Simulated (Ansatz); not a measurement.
Steps of a relaxation of C2H8GeS2 (`C[S][GeH2][S]C`) with RKS PBE0-D4/def2-TZVP.

```sh
$ ansatz run in.yaml --threads 4 --pin off --events-out ev --progress --plain --max-ram 11315MiB
```

```yaml
crystal:
  periodic: [false, false, false]
  atoms:
    - {symbol: C, position_ang: [-1.742889, 0.305865, 1.375378]}
    - {symbol: S, position_ang: [-1.042705, 1.507004, 0.174798]}
    - {symbol: Ge, position_ang: [1.128798, 0.996995, 0.403560]}
    - {symbol: S, position_ang: [1.417994, -1.182119, -0.038409]}
    - {symbol: C, position_ang: [0.722900, -1.218659, -1.738181]}
    - {symbol: H, position_ang: [-1.572502, 0.634994, 2.419362]}
    - {symbol: H, position_ang: [-1.301813, -0.699075, 1.220446]}
    - {symbol: H, position_ang: [-2.832051, 0.259670, 1.185254]}
    - {symbol: H, position_ang: [1.867109, 1.915220, -0.607464]}
    - {symbol: H, position_ang: [1.635999, 1.183305, 1.858821]}
    - {symbol: H, position_ang: [0.563114, -2.282941, -1.996829]}
    - {symbol: H, position_ang: [1.424285, -0.770835, -2.469886]}
    - {symbol: H, position_ang: [-0.247839, -0.684323, -1.771951]}
basis:
  gaussian: {orbitals: def2-TZVP}
hamiltonian: {xc: pbe0, dispersion: d4}
relax: {f_tol: 0.005, max_steps: 150}
```

Positions (Å) and forces (eV/Å) along the path, 8 of 8 steps:

```xyz
13
step=1 energy=-80379.2441 eV
C    -1.743    0.306    1.375   -0.078   -0.115    0.109
S    -1.043    1.507    0.175    0.221   -0.387    0.381
Ge    1.129    0.997    0.404   -0.144   -0.127   -0.050
S     1.418   -1.182   -0.038   -0.205    0.403   -0.378
C     0.723   -1.219   -1.738   -0.074   -0.018   -0.172
H    -1.573    0.635    2.419   -0.065   -0.144   -0.568
H    -1.302   -0.699    1.220   -0.237    0.534    0.061
H    -2.832    0.260    1.185    0.551    0.032    0.080
H     1.867    1.915   -0.607   -0.110   -0.174    0.160
H     1.636    1.183    1.859   -0.104   -0.016   -0.234
H     0.563   -2.283   -1.997    0.083    0.539    0.148
H     1.424   -0.771   -2.470   -0.351   -0.229    0.426
H    -0.248   -0.684   -1.772    0.513   -0.298    0.037
13
step=2 energy=-80379.2983 eV
C    -1.740    0.310    1.376    0.029    0.019   -0.024
S    -1.031    1.498    0.187   -0.049   -0.126    0.120
Ge    1.116    0.986    0.400   -0.051   -0.043   -0.023
S     1.414   -1.165   -0.048   -0.072    0.013   -0.160
C     0.727   -1.217   -1.737    0.008    0.020    0.035
H    -1.533    0.619    2.407   -0.037   -0.064   -0.175
H    -1.340   -0.695    1.197   -0.079    0.179    0.040
H    -2.822    0.304    1.211    0.187    0.007    0.030
H     1.858    1.882   -0.607   -0.023    0.003    0.023
H     1.605    1.182    1.845    0.009   -0.016   -0.028
H     0.614   -2.274   -2.000    0.026    0.183    0.049
H     1.407   -0.738   -2.450   -0.127   -0.081    0.118
H    -0.254   -0.729   -1.766    0.178   -0.093   -0.004
13
step=3 energy=-80379.3028 eV
C    -1.731    0.317    1.373   -0.028    0.062   -0.056
S    -1.041    1.494    0.175    0.010   -0.065    0.048
Ge    1.096    0.968    0.391    0.050    0.041    0.026
S     1.408   -1.179   -0.043   -0.044    0.045   -0.063
C     0.733   -1.210   -1.728    0.036   -0.065    0.057
H    -1.512    0.626    2.394    0.002   -0.002    0.025
H    -1.341   -0.684    1.193   -0.004   -0.023    0.003
H    -2.810    0.314    1.223   -0.024   -0.013    0.020
H     1.830    1.874   -0.608    0.030   -0.003   -0.025
H     1.596    1.155    1.831   -0.009    0.024    0.033
H     0.628   -2.258   -2.003   -0.007   -0.013   -0.033
H     1.410   -0.722   -2.428    0.009    0.011   -0.022
H    -0.245   -0.731   -1.757   -0.021    0.001   -0.011
13
step=4 energy=-80379.3054 eV
C    -1.743    0.321    1.382    0.033    0.026   -0.035
S    -1.038    1.491    0.186   -0.028   -0.003    0.007
Ge    1.103    0.974    0.395    0.001    0.000    0.001
S     1.408   -1.171   -0.052   -0.001   -0.022   -0.019
C     0.740   -1.220   -1.739    0.012    0.015    0.052
H    -1.507    0.618    2.403   -0.001   -0.001    0.021
H    -1.375   -0.687    1.192   -0.002   -0.015    0.004
H    -2.823    0.341    1.244   -0.014    0.006    0.001
H     1.840    1.878   -0.607   -0.002    0.004   -0.006
H     1.600    1.166    1.837    0.002   -0.005    0.006
H     0.659   -2.270   -2.016    0.005   -0.015   -0.004
H     1.407   -0.715   -2.437    0.007    0.007   -0.020
H    -0.249   -0.763   -1.772   -0.014    0.003   -0.009
13
step=5 energy=-80379.3058 eV
C    -1.746    0.328    1.387   -0.010    0.012    0.001
S    -1.043    1.491    0.186    0.002   -0.006    0.000
Ge    1.098    0.970    0.393    0.001    0.001    0.000
S     1.408   -1.175   -0.054   -0.005    0.003   -0.001
C     0.747   -1.222   -1.742    0.011   -0.011   -0.001
H    -1.495    0.618    2.407    0.001   -0.001    0.000
H    -1.396   -0.686    1.193    0.001   -0.004   -0.003
H    -2.828    0.363    1.263    0.005    0.000    0.003
H     1.835    1.874   -0.609   -0.001    0.001   -0.002
H     1.594    1.161    1.835    0.000   -0.002    0.002
H     0.686   -2.272   -2.027    0.001    0.006   -0.001
H     1.408   -0.703   -2.437   -0.001    0.001    0.000
H    -0.249   -0.782   -1.779   -0.005    0.001    0.002
13
step=6 energy=-80379.3060 eV
C    -1.750    0.334    1.393   -0.018   -0.008    0.017
S    -1.047    1.490    0.185    0.007    0.002   -0.007
Ge    1.094    0.967    0.391   -0.001   -0.001    0.000
S     1.407   -1.179   -0.056    0.000    0.004    0.010
C     0.755   -1.225   -1.747   -0.002   -0.010   -0.024
H    -1.483    0.618    2.411    0.001   -0.001   -0.008
H    -1.418   -0.685    1.192    0.001    0.006   -0.002
H    -2.833    0.385    1.283    0.013   -0.001    0.001
H     1.830    1.870   -0.611    0.000   -0.002    0.000
H     1.590    1.156    1.834   -0.001    0.000   -0.001
H     0.714   -2.274   -2.040    0.000    0.012    0.004
H     1.410   -0.690   -2.435   -0.004   -0.002    0.007
H    -0.249   -0.802   -1.787    0.005   -0.001    0.004
13
step=7 energy=-80379.3060 eV
C    -1.751    0.336    1.395   -0.010   -0.008    0.011
S    -1.049    1.488    0.185    0.003    0.003   -0.005
Ge    1.092    0.965    0.391   -0.001    0.000    0.000
S     1.405   -1.180   -0.056    0.001    0.001    0.006
C     0.758   -1.225   -1.749   -0.003   -0.004   -0.015
H    -1.479    0.620    2.412    0.001    0.000   -0.005
H    -1.423   -0.684    1.195    0.000    0.004   -0.001
H    -2.835    0.391    1.290    0.007    0.000    0.000
H     1.828    1.868   -0.612    0.001   -0.001    0.000
H     1.587    1.154    1.834   -0.001    0.001    0.000
H     0.722   -2.274   -2.044    0.000    0.006    0.002
H     1.413   -0.687   -2.435   -0.002   -0.001    0.004
H    -0.247   -0.807   -1.790    0.004   -0.001    0.002
13
step=8 energy=-80379.3061 eV
C    -1.753    0.339    1.400    0.003   -0.002   -0.001
S    -1.052    1.486    0.183   -0.002    0.000    0.000
Ge    1.088    0.962    0.389    0.000    0.000    0.000
S     1.402   -1.183   -0.056    0.000   -0.001   -0.001
C     0.763   -1.226   -1.753   -0.002    0.003    0.001
H    -1.475    0.625    2.415    0.000    0.000    0.000
H    -1.428   -0.682    1.200    0.000    0.001    0.001
H    -2.836    0.396    1.299   -0.001    0.000    0.000
H     1.825    1.864   -0.614    0.001   -0.001    0.000
H     1.583    1.152    1.833   -0.001    0.001    0.000
H     0.730   -2.274   -2.051    0.000   -0.001    0.000
H     1.419   -0.684   -2.434    0.000    0.000    0.000
H    -0.244   -0.809   -1.797    0.001    0.000   -0.001
```

It took 49 s on 4 threads of an Arm Neoverse V1 on a shared host, with 0.83 GiB of host memory at the peak.
